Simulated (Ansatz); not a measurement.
Geometry optimisation, RKS PBE/def2-SVP (Ansatz).

input.yaml

```yaml
crystal:
  periodic: [false, false, false]
  atoms:
    - { symbol: Ga, position_ang: [0.0, 0.0, 0.0] }
    - { symbol: H, position_ang: [0.0, 0.0, 1.92] }
    - { symbol: C, position_ang: [1.7147, 0.0, -0.99] }
    - { symbol: H, position_ang: [2.0443, -1.0462, -1.1602] }
    - { symbol: H, position_ang: [1.5782, 0.508, -1.9674] }
    - { symbol: C, position_ang: [2.7685, 0.7369, -0.1795] }
    - { symbol: H, position_ang: [3.6923, 0.1238, -0.1284] }
    - { symbol: H, position_ang: [2.9965, 1.7088, -0.6648] }
    - { symbol: H, position_ang: [2.3873, 0.9171, 0.8472] }
    - { symbol: C, position_ang: [-1.7147, 0.0, -0.99] }
    - { symbol: H, position_ang: [-2.2748, -0.9305, -0.7608] }
    - { symbol: H, position_ang: [-2.3188, 0.8797, -0.6846] }
    - { symbol: C, position_ang: [-1.4385, 0.0696, -2.4831] }
    - { symbol: H, position_ang: [-2.3553, -0.2101, -3.0429] }
    - { symbol: H, position_ang: [-1.1392, 1.1028, -2.7568] }
    - { symbol: H, position_ang: [-0.619, -0.6331, -2.7415] }
    - { symbol: F, position_ang: [0.0836, -1.8961, 0.6306] }
    - { symbol: H, position_ang: [0.0448, -1.0158, 1.7717] }
basis:
  gaussian: { orbitals: def2-SVP }
hamiltonian:
  xc: pbe
relax:
  f_tol: 0.15
  max_steps: 25
  restrain:
    - { distance: [0, 16], at: 1.7, k: 30.0 }
    - { distance: [17, 1], at: 0.66, k: 30.0 }
    - { distance: [0, 1], at: 2.77, k: 30.0 }
    - { distance: [17, 16], at: 2.12, k: 30.0 }
```

Command:

```bash
$ ansatz run input.yaml --threads 4 --pin off --max-ram 5120MiB --backend cpu --events-out ev --progress --plain --runs-dir out
```

Q: Where does it end, and by what steps?

A: It converged. The restraints hold the end off the free minimum. After 12 steps the energy has fallen by 1.539 eV (the restraints' own energy left out); H8 moved furthest, 1.17 Å. Joined: H2–H18.

```
step  energy less start (eV)  largest force component (eV/Å)  accepted
   0                  0.0000                           2.176       yes
   1                 -0.5232                           2.644       yes
   2                 -0.8056                           2.479       yes
   3                 -1.1356                           2.437       yes
   4                 -1.2722                           1.537       yes
   5                 -1.3727                           1.448       yes
   6                 -1.4058                           1.375       yes
   7                 -1.4137                           2.145       yes
   8                 -1.4940                           1.953       yes
   9                 -1.5231                           1.883       yes
  10                 -1.5327                           1.815       yes
  11                 -1.5384                           1.829       yes
  12                 -1.5387                           1.914       yes
```

```xyz
18
Properties=species:S:1:pos:R:3
Ga 0.180 -0.700 -0.529
H 0.026 0.434 1.995
C 2.036 -0.166 -1.013
H 2.596 -1.112 -1.174
H 2.010 0.358 -1.992
C 2.739 0.699 0.046
H 3.781 0.944 -0.254
H 2.218 1.666 0.209
H 2.796 0.190 1.030
C -1.629 -0.132 -1.126
H -2.348 -0.891 -0.751
H -1.861 0.806 -0.573
C -1.782 0.082 -2.638
H -2.804 0.429 -2.904
H -1.074 0.841 -3.030
H -1.604 -0.852 -3.211
F 0.134 -1.998 0.641
H 0.035 -0.282 1.893
```

Whether the end is a true minimum wasn't checked by a vibrational analysis.

Time of the run: 34 s on 4 threads of Intel(R) Xeon(R) Platinum 8259CL CPU @ 2.50GHz (Skylake/Cascade Lake) (shared host), peak memory 0.27 GiB.
